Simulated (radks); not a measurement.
Question: Neutral boron, 5 electrons, occupied as [He] 2s2 6f1 (not the ground configuration). Method: Dirac Kohn-Sham, PBE, spin-unpolarised, spherical densities, point nucleus; open shells fill j = l - 1/2 first; computed with a radial shooting solver on a logarithmic mesh with Libxc functionals. Some entries of the table are withheld. Estimate them.

| orbital | occ. | eigenvalue (eV) | <r^2> (bohr^2) |
|---|---|---|---|
| 1s1/2 | 2 | (1) | (2) |
| 2s1/2 | 2 | -18.6994 | 3.754 |
| 6f5/2 | 1 | (3) | 2240 |

Answer: 
(1) 1s1/2 eigenvalue (eV): -192.8132
(2) 1s1/2 <r^2> (bohr^2): 0.1471
(3) 6f5/2 eigenvalue (eV): -0.2849
